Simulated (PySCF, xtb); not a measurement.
isopropylamine (C3H9N), SMILES C(C)(C)N.

Geometry optimised at B3LYP-D3(BJ)/def2-SVP. One conformer was computed; it need not be the lowest.

These are C-PCM-B3LYP/def2-SVP (PySCF) values and carry that method's errors.

The values are the electrostatic part of the solvation free energy, E(continuum) − E(gas) at the gas-phase geometry, in a cavity of scaled van der Waals radii (PySCF's table); cavitation and dispersion terms are not included. In vacuum the orbital gap is 7.58 eV. The dipole moment in vacuum is 1.26 D.

```
solvent              ε  ΔG(elec) (kcal/mol)  dipole (D)  gap (eV)
---------------  -----  -------------------  ----------  --------
water            78.36                 -3.5        1.68      7.87
2-propanol       19.26                 -3.3        1.66      7.86
tetrahydrofuran   7.43                 -3.0        1.61      7.83
```

For comparison, GFN2-xTB/ALPB(water) (xtb, at the GFN2-xTB geometry, all terms of that model) gives -2.1 kcal/mol.
